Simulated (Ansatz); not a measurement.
`N[AsH][GaH2]` and `N[AsH]O` differ in one atom or group.

Ansatz, PBE0-D4/def2-TZVP geometries, multiplicity 1. Each molecule was computed in one conformer, which needn't be the lowest.

Scalar relativity is left out up to krypton.

| property | `N[AsH][GaH2]` |
| --- | --- |
| HOMO–LUMO gap (ωB97M-V/def2-TZVPP) / eV | 8.72 |
| size of the dipole moment (ωB97M-V/def2-TZVPP) / D | 1.18 |
| size of the dipole moment (B3LYP/def2-TZVPP) / D | 1.11 |
| LUMO energy (PBE0/def2-TZVPP) / eV | -1.83 |
| HOMO–LUMO gap (PBE/def2-TZVPP) / eV | 3.17 |
| HOMO–LUMO gap (B3LYP/def2-TZVPP) / eV | 4.56 |

(1) What does the change do to each property? (Best estimate.)

Results:

(1) The calculation gave: 
```
                                          property  `N[AsH]O`  shift
           HOMO–LUMO gap (ωB97M-V/def2-TZVPP) / eV      11.29   2.57
size of the dipole moment (ωB97M-V/def2-TZVPP) / D       1.43   0.25
  size of the dipole moment (B3LYP/def2-TZVPP) / D       1.45   0.34
                LUMO energy (PBE0/def2-TZVPP) / eV       0.01   1.84
               HOMO–LUMO gap (PBE/def2-TZVPP) / eV       5.27   2.10
             HOMO–LUMO gap (B3LYP/def2-TZVPP) / eV       6.87   2.31
```

With PBE0 the HOMO falls by 0.49 eV and the LUMO rises by 1.84 eV, so the gap widens by about 2.33 eV. PBE moves the HOMO by -0.33 eV and ωB97M-V by -0.71 eV. The zero-point energy changes by 3.0 kJ/mol with -3 modes. Dipoles are sizes alone; their direction can turn.

Positive LUMOs are unbound, so they and the gaps depend on the basis.

B3LYP here is the variant with VWN-RPA as its local correlation; programs differ in this.
